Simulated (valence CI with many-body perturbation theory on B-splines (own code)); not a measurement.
Level structure of Hf³⁹⁺

Level of theory: configuration interaction combined with many-body perturbation theory (CI+MBPT): five valence electrons over a frozen Dirac-Fock core [Ar] 3d10, radial functions for each j: 11 s, 11 p, 10 d, 8 f, 5 g, 2 h, with the one-electron correlation potential Σ1, the two-electron term Σ2, the three-electron term Σ3, Breit, model QED; selected CI, second order for the rest, scaled by the run's own slope (own B-spline code, finite nucleus).

No measured spectrum was set against this ion. As an estimate, large intervals hold to a few tenths of a per cent, small ones and those within an open d or f shell to about a per cent. Among the levels kept, up to 2100 cm⁻¹ of a level comes from second order outside the variational space, and about a tenth of that is noise between levels of different J, which matters for small intervals.

Levels 136 to 174 of 174, with energies above the lowest level, (4s^2 4p1/2^2 4p3/2) J=3/2. "Leading %" is the weight of the configuration and term that name the level; weights of strongly mixed levels are sums over their largest components and can fall short, so below about 35 % the name and the second component can differ from the true leading terms, or belong to a minority configuration. In the jj column 3d3/2^4 stands for four electrons in 3d with j = 3/2. Lifetimes count E1, E2, E3, M1 and M2 decay at the calculated energies, and are blank where another channel may lead or the interval is too uncertain; long ones can be off by a factor of two.

| No. | Configuration | Term | J | E (eV) | Leading % | Leading jj | Lifetime |
| --- | --- | --- | --- | --- | --- | --- | --- |
| 136 | 4s4p²4d² | ⁴F | 5/2 | 465.59 | 25 | 4s 4p1/2^2 4d3/2^2 (84 %) | 17.3 ps |
| 137 | 4s4p²4d² | ⁴P | 1/2 | 472.18 | 45 | 4s 4p1/2^2 4d3/2^2 (85 %) | 13.0 ps |
| 138 | 4s²4p4d² | ⁴D° | 1/2 | 473.65 | 61 | 4s^2 4p3/2 4d3/2^2 (77 %) | 444 fs |
| 139 | 4s²4p4d² | ⁴D° | 3/2 | 473.79 | 29 | 4s^2 4p3/2 4d3/2^2 (77 %) | 403 fs |
| 140 | 4s²4p4d² | ⁴F° | 5/2 | 474.51 | 32 | 4s^2 4p3/2 4d3/2^2 (74 %) | 427 fs |
| 141 | 4s²4p4d² | ²F° | 7/2 | 475.18 | 24 | 4s^2 4p3/2 4d3/2^2 (74 %) | 471 fs |
| 142 | 4s4p³4d | ⁴P° | 1/2 | 477.73 | 30 | 4s^2 4p3/2 4d3/2 4d5/2 (47 %) | 832 fs |
| 143 | 4s²4p4d² | ²D° | 3/2 | 478.68 | 20 | 4s^2 4p3/2 4d3/2 4d5/2 (55 %) | 877 fs |
| 144 | 4s²4p4d² | ²F° | 7/2 | 479.36 | 25 | 4s^2 4p3/2 4d3/2 4d5/2 (68 %) | 824 fs |
| 145 | 4s²4p4d² | ⁴G° | 9/2 | 479.64 | 44 | 4s^2 4p3/2 4d3/2 4d5/2 (84 %) | 810 fs |
| 146 | 4s²4p4d² | ²F° | 5/2 | 480.05 | 24 | 4s^2 4p3/2 4d3/2 4d5/2 (57 %) | 979 fs |
| 147 | 4s²4p4d² | ⁴S° | 3/2 | 480.54 | 21 | 4s^2 4p3/2 4d3/2^2 (70 %) | 472 fs |
| 148 | 4s²4p4d² | ⁴D° | 7/2 | 482.40 | 39 | 4s^2 4p3/2 4d3/2 4d5/2 (74 %) | 931 fs |
| 149 | 4s4p²4d² | ⁴F | 7/2 | 482.50 | 23 | 4s 4p1/2^2 4d3/2 4d5/2 (84 %) | 6.36 ps |
| 150 | 4s²4p4d² | ⁴G° | 11/2 | 482.68 | 73 | 4s^2 4p3/2 4d3/2 4d5/2 (65 %) | 1.32 ps |
| 151 | 4s²4p4d² | ⁴D° | 5/2 | 482.84 | 40 | 4s^2 4p3/2 4d3/2 4d5/2 (88 %) | 952 fs |
| 152 | 4s4p²4d² | ⁴F | 5/2 | 484.47 | 15 | 4s 4p1/2^2 4d3/2 4d5/2 (77 %) | 6.61 ps |
| 153 | 4s²4p4d² | ²D° | 5/2 | 485.48 | 25 | 4s^2 4p3/2 4d5/2^2 (58 %) | 15.0 ps |
| 154 | 4s4p²4d² | ⁶D | 3/2 | 486.89 | 27 | 4s 4p1/2^2 4d3/2 4d5/2 (84 %) | 4.70 ps |
| 155 | 4s4p²4d² | ²G | 9/2 | 487.47 | 14 | 4s 4p1/2^2 4d3/2 4d5/2 (73 %) | 8.51 ps |
| 156 | 4s4p³4d | ⁴F° | 9/2 | 487.62 | 21 | 4s 4p3/2^3 4d5/2 (39 %) | 8.03 ps |
| 157 | 4s²4p²4f | ⁴F° | 5/2 | 488.19 | 15 | 4s^2 4p3/2^2 4f5/2 (60 %) | 1.88 ps |
| 158 | 4s²4p²4f | ⁴F° | 7/2 | 488.76 | 18 | 4s^2 4p3/2^2 4f5/2 (44 %) | 1.57 ps |
| 159 | 4s²4p²4f | ²D° | 3/2 | 489.04 | 21 | 4s^2 4p3/2^2 4f5/2 (51 %) | 1.89 ps |
| 160 | 4s4p²4d² | ⁴H | 7/2 | 489.20 | 16 | 4s 4p1/2^2 4d3/2 4d5/2 (55 %) | 9.42 ps |
| 161 | 4s²4p4d² | ²G° | 9/2 | 489.43 | 34 | 4s^2 4p3/2^2 4f5/2 (42 %) | 1.48 ps |
| 162 | 4s²4p4d² | ²H° | 11/2 | 490.24 | 52 | 4s^2 4p3/2 4d5/2^2 (45 %) | 4.69 ps |
| 163 | 4s4p²4d² | ⁴P | 3/2 | 490.42 | 14 | 4s 4p1/2^2 4d3/2 4d5/2 (60 %) | 5.74 ps |
| 164 | 4s²4p4d² | ²F° | 7/2 | 491.04 | 29 | 4s^2 4p3/2 4d5/2^2 (62 %) | 15.9 ps |
| 165 | 4s²4p²4f | ⁴D° | 1/2 | 491.36 | 24 | 4s^2 4p3/2^2 4f5/2 (43 %) | 1.45 ps |
| 166 | 4s4p²4d² | ²F | 5/2 | 492.29 | 12 | 4s 4p1/2^2 4d3/2 4d5/2 (75 %) | 4.32 ps |
| 167 | 4s4p²4d² | ⁴D | 1/2 | 493.53 | 13 | 4s 4p1/2^2 4d3/2 4d5/2 (56 %) | 5.63 ps |
| 168 | 4s²4p4d² | ²F° | 5/2 | 495.36 | 35 | 4s^2 4p3/2 4d3/2 4d5/2 (69 %) | 653 fs |
| 169 | 4s²4p4d² | ²G° | 7/2 | 496.64 | 33 | 4s^2 4p3/2 4d3/2 4d5/2 (64 %) | 661 fs |
| 170 | 4s²4p4d² | ²P° | 3/2 | 496.98 | 12 | 4s^2 4p3/2 4d3/2 4d5/2 (41 %) | 862 fs |
| 171 | 4s²4p²4f | ²F° | 5/2 | 497.10 | 24 | 4s^2 4p3/2 4d3/2 4d5/2 (40 %) | 1.23 ps |
| 172 | 4s²4p4d² | ²S° | 1/2 | 498.25 | 21 | 4s 4p3/2^3 4d3/2 (44 %) | 596 fs |
| 173 | 4s4p²4d² | ⁴H | 7/2 | 499.23 | 11 | 4s 4p1/2^2 4p3/2 4f5/2 (44 %) | 4.67 ps |
| 174 | 4s²4p4d² | ²P° | 3/2 | 500.49 | 18 | 4s^2 4p3/2 4d3/2 4d5/2 (42 %) | 1.06 ps |
